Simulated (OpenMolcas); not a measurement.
**Al+: input and output**

Input:

```
&GATEWAY
Coord
1

Al 0.0 0.0 0.0
Basis=ANO-RCC
Group=XYZ
NoMove
AngMom=0.0 0.0 0.0
AMFI
&SEWARD
* reference wave functions (RASSCF and RASSI steps not shown): 2 electrons in 8 orbitals (3s 3p 4s 4p)
>>> COPY JOB001 $Project.JobIph
&CASPT2
Multistate=3 1 2 3
Frozen=1 0
IPEA=0.25
Imaginary=0.1
MaxIter=60
WThr=0.0 0.3 0.05
PrWF=0.5
NoMix
>>> COPY JOB002 $Project.JobIph
&CASPT2
Multistate=7 1 2 3 4 5 6 7
Frozen=1 0
IPEA=0.25
Imaginary=0.1
MaxIter=60
WThr=0.0 0.3 0.05
PrWF=0.5
NoMix
>>> COPY JOB003 $Project.JobIph
&CASPT2
Multistate=3 1 2 3
Frozen=1 0
IPEA=0.25
Imaginary=0.1
MaxIter=60
WThr=0.0 0.3 0.05
PrWF=0.5
NoMix
...
```

Launched by
```bash
OMP_NUM_THREADS=1 MOLCAS_MEM=2252 MOLCAS_PROJECT=a pymolcas a.inp > a.log  # once for each step of the input, in one work folder
```

Output, cut to the results:

```
--- CASPT2 ---
Orbital specifications:
      -----------------------

      Symmetry species                           1   2
                                                ag  au
      Frozen orbitals                            1   0
      Inactive orbitals                          1   3
      Active orbitals                            2   6
      Secondary orbitals                        48  39
      Deleted orbitals                           0   0
      Number of basis functions                 52  48
Type of calculation                        MS-CASPT2
      Fock operator                              state-specific
      IPEA shift                                 0.25
      Real shift                                 0.00
      Imaginary shift                            0.10
      The input orbitals will be transformed to quasi-canonical
Reference energy:        -241.7184606902
      E2 (Non-variational):      -0.2562693181
      Shift correction:          -0.0000907872
      E2 (Variational):          -0.2563601053
      Total energy:            -241.9748207955
      Residual norm:              0.0000002497
      Reference weight:           0.97955
      Contributions to the CASPT2 correlation energy
      Active & Virtual Only:         -0.0065095440
      One Inactive Excited:          -0.0159883856
      Two Inactive Excited:          -0.2337713886
Reference energy:        -241.7184606902
      E2 (Non-variational):      -0.2562690712
      Shift correction:          -0.0000907868
      E2 (Variational):          -0.2563598579
      Total energy:            -241.9748205482
      Residual norm:              0.0000002500
      Reference weight:           0.97955
      Contributions to the CASPT2 correlation energy
      Active & Virtual Only:         -0.0065095442
      One Inactive Excited:          -0.0159881394
      Two Inactive Excited:          -0.2337713876
::    CASPT2 Root  1     Total energy:   -241.97482080
::    CASPT2 Root  2     Total energy:   -241.97482055
::    CASPT2 Root  3     Total energy:   -241.97482077
::    MS-CASPT2 Root  1     Total energy:   -241.97482080
::    MS-CASPT2 Root  2     Total energy:   -241.97482077
::    MS-CASPT2 Root  3     Total energy:   -241.97482055
--- CASPT2 ---
Orbital specifications:
      -----------------------

      Symmetry species                           1   2
                                                ag  au
      Frozen orbitals                            1   0
      Inactive orbitals                          1   3
      Active orbitals                            2   6
      Secondary orbitals                        48  39
      Deleted orbitals                           0   0
      Number of basis functions                 52  48
Type of calculation                        MS-CASPT2
      Fock operator                              state-specific
      IPEA shift                                 0.25
      Real shift                                 0.00
      Imaginary shift                            0.10
      The input orbitals will be transformed to quasi-canonical
Reference energy:        -242.1470974940
      E2 (Non-variational):      -0.2570197761
      Shift correction:          -0.0000215534
      E2 (Variational):          -0.2570413295
      Total energy:            -242.4041388236
      Residual norm:              0.0000007190
      Reference weight:           0.98408
      Contributions to the CASPT2 correlation energy
      Active & Virtual Only:         -0.0027793556
      One Inactive Excited:          -0.0208162819
      Two Inactive Excited:          -0.2334241386
Reference energy:        -241.7170694738
      E2 (Non-variational):      -0.2520996740
      Shift correction:          -0.0000340482
      E2 (Variational):          -0.2521337222
      Total energy:            -241.9692031961
      Residual norm:              0.0000005193
      Reference weight:           0.98410
      Contributions to the CASPT2 correlation energy
      Active & Virtual Only:         -0.0019723235
      One Inactive Excited:          -0.0146818761
      Two Inactive Excited:          -0.2354454745
::    CASPT2 Root  1     Total energy:   -242.40413882
::    CASPT2 Root  2     Total energy:   -241.96920320
::    CASPT2 Root  3     Total energy:   -241.98155843
::    CASPT2 Root  4     Total energy:   -241.98310675
::    CASPT2 Root  5     Total energy:   -241.98310669
::    CASPT2 Root  6     Total energy:   -241.98158241
::    CASPT2 Root  7     Total energy:   -241.98157832
::    MS-CASPT2 Root  1     Total energy:   -242.40417820
::    MS-CASPT2 Root  2     Total energy:   -241.98310676
::    MS-CASPT2 Root  3     Total energy:   -241.98310669
::    MS-CASPT2 Root  4     Total energy:   -241.98159461
::    MS-CASPT2 Root  5     Total energy:   -241.98158241
::    MS-CASPT2 Root  6     Total energy:   -241.98154214
::    MS-CASPT2 Root  7     Total energy:   -241.96916382
--- CASPT2 ---
Orbital specifications:
      -----------------------

      Symmetry species                           1   2
                                                ag  au
      Frozen orbitals                            1   0
      Inactive orbitals                          1   3
      Active orbitals                            2   6
      Secondary orbitals                        48  39
      Deleted orbitals                           0   0
      Number of basis functions                 52  48
Type of calculation                        MS-CASPT2
      Fock operator                              state-specific
      IPEA shift                                 0.25
      Real shift                                 0.00
      Imaginary shift                            0.10
      The input orbitals will be transformed to quasi-canonical
Reference energy:        -241.9777991713
      E2 (Non-variational):      -0.2561263050
      Shift correction:          -0.0000917688
      E2 (Variational):          -0.2562180737
...
```

Levels above the lowest, from the spin-orbit matrix with the multistate effective Hamiltonian, averaged by term, added to it:

```
Configuration  Term  J  E (cm-1)  Measured (cm-1)  Term weight %
          3s2    1S  0       0.0              0.0            100
        3s 3p   3P*  0     37250            37393            100
        3s 3p   3P*  1     37300            37454            100
        3s 3p   3P*  2     37400            37578            100
        3s 3p   1P*  1     60820            59852            100
```

Against the 4 measured excited levels shown (NIST Handbook of Basic Atomic Spectroscopic Data) the mean absolute deviation is 360 cm-1; the largest miss in energy is 3s 3p 1P* 1: computed 60820, measured 59852 cm-1 (+1.6 %).

Over all roots computed the reference weight is 0.88 to 0.98; the roots of lowest weight are the least certain, and an intruder state may touch them. The run also gave levels led by 3s 4s, which use shells meant for correlation; these and all levels above them are left out. Measured partners are found by configuration, term and J. A level has none where our copy of the source lacks it or the pairing is in doubt (some pairs that miss far off the trend of their configuration count as doubtful), and it then counts in no deviation. Levels of configurations outside the active space are missing. The first state left out of the spin-orbit step lies near 110000 cm-1 above the lowest spin-free state of the reference (among the parities and spins computed), and the list stops at four fifths of that energy or lower.

The CASPT2 steps took 13 s on 1 thread of Intel(R) Xeon(R) Platinum 8488C (Sapphire Rapids), on a shared host; the integral step is not counted.

The term weight is that of the spin-free term in the level, not the purity of its configuration. * marks odd parity.
